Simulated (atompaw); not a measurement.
Cutoff test, Sn, PAW (atompaw)

- Element: tin
- Generator: atompaw 4.2.0.5
- Type: PAW
- Functional: PBE
- Relativity: scalar-relativistic
- Frozen core: [Ar] 3d10
- Valence charge: 22
- Reference configuration: 4s2 4p6 4d10 5s2 5p2
- Partial waves: 4s (bound): rc 1.50 bohr; 5s (bound): rc 1.35 bohr; 4p (bound): rc 1.65 bohr; 5p (bound): rc 1.65 bohr; 4d (bound): rc 1.65 bohr; 4d channel at -1.4 Ry: rc 1.65 bohr
- Local potential: bessel scheme, radius 1.25 bohr
- Core correction: smooth core density matched at 1.05 bohr
- Augmentation charge: gaussian compensation charge, radius 1.40 bohr; PAW radius 1.65 bohr; waves and projectors: custom rrkj gramschmidtortho

The pseudo-atom Hamiltonian at the reference potential is diagonalised in spherical Bessel functions j_l(qr) that vanish at 20 bohr, with q² up to the cutoff. All-electron valence levels (Ry): 4s -9.8437, 5s -0.7754, 4p -6.5928, 5p -0.2715, 4d -1.8991.

Q: How do the lowest levels (Ry) of each channel move with the cutoff, and are there ghosts?

A:

| cutoff (Ry) | s #1 | s #2 | p #1 | p #2 | d #1 | f #1 | f #2 | Σ f·Δε (mRy) |
| --- | --- | --- | --- | --- | --- | --- | --- | --- |
| 8 | -9.0845 | -0.4913 | -5.5901 | -0.1069 | -0.1860 | 0.1045 | 0.2236 | 25564.0 |
| 12 | -9.5931 | -0.5780 | -6.2586 | -0.1392 | -0.7405 | 0.1045 | 0.2236 | 14753.2 |
| 18 | -9.8044 | -0.6510 | -6.5268 | -0.1637 | -1.4772 | 0.1045 | 0.2236 | 5159.5 |
| 25 | -9.8396 | -0.6988 | -6.5846 | -0.1832 | -1.7821 | 0.1045 | 0.2236 | 1558.1 |
| 35 | -9.8425 | -0.7530 | -6.5919 | -0.2264 | -1.8936 | 0.1045 | 0.2236 | 199.4 |
| 40 | -9.8430 | -0.7664 | -6.5919 | -0.2462 | -1.8980 | 0.1045 | 0.2236 | 87.3 |
| 50 | -9.8436 | -0.7742 | -6.5926 | -0.2694 | -1.8983 | 0.1045 | 0.2236 | 16.8 |
| 60 | -9.8436 | -0.7752 | -6.5928 | -0.2701 | -1.8989 | 0.1045 | 0.2236 | 7.0 |
| 80 | -9.8437 | -0.7752 | -6.5928 | -0.2713 | -1.8991 | 0.1045 | 0.2236 | 2.1 |
| 100 | -9.8437 | -0.7754 | -6.5928 | -0.2714 | -1.8992 | 0.1045 | 0.2236 | 0.7 |
| 120 | -9.8437 | -0.7754 | -6.5929 | -0.2715 | -1.8992 | 0.1045 | 0.2236 | 0.3 |
| 400 | -9.8437 | -0.7754 | -6.5929 | -0.2716 | -1.8992 | 0.1045 | 0.2236 | 0.0 |

Result: no extra level below or beside the all-electron valence levels (s, p, d, f tested); 10 mRy is reached at 60 Ry and 1 mRy at 100 Ry.
